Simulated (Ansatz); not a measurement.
CH$_{6}$B$_{2}$O$_{3}$ (`CB(O)B(O)O`), relaxed with RKS PBE-D4/def2-SVP in Ansatz from a rough embedded geometry. The force threshold is 0.03 eV/Å; the program also tests the step.

The species carries charge 0 and has multiplicity 1.

Start:

```xyz
12

C     1.105    0.713   -1.102
B     0.559   -0.155    0.123
O     1.518   -0.736    1.034
B    -1.023   -0.450    0.394
O    -1.497   -1.206    1.559
O    -2.067    0.192   -0.498
H     2.165    0.749   -1.141
H     0.645    1.710   -1.026
H     0.682    0.277   -2.102
H     1.751   -1.633    0.607
H    -1.598   -0.538    2.270
H    -2.240    1.077   -0.119
```

**Question.** By how much does the energy fall, and how many steps does the optimiser take? (Best estimate.)

**Answer.** The calculation gave: 248.28 kJ/mol, in 12 steps.

**Question.** Which bonds change most? (An estimate is asked.)

**Answer.** Computed: B4–O6 from 1.515 to 1.374 Å; B2–B4 from 1.631 to 1.734 Å; B4–O5 from 1.467 to 1.386 Å; B2–O3 from 1.445 to 1.372 Å.

**Question.** Give the relaxed structure. (Best estimate.)

**Answer.** Computed: 
```xyz
12

C     1.268    0.730   -1.274
B     0.720   -0.114   -0.065
O     1.606   -0.896    0.633
B    -0.924   -0.167    0.485
O    -1.129   -0.989    1.581
O    -1.931    0.547   -0.119
H     2.365    0.651   -1.416
H     0.993    1.801   -1.158
H     0.764    0.409   -2.212
H     1.128   -1.364    1.347
H    -2.047   -1.037    1.912
H    -2.812    0.428    0.286
```
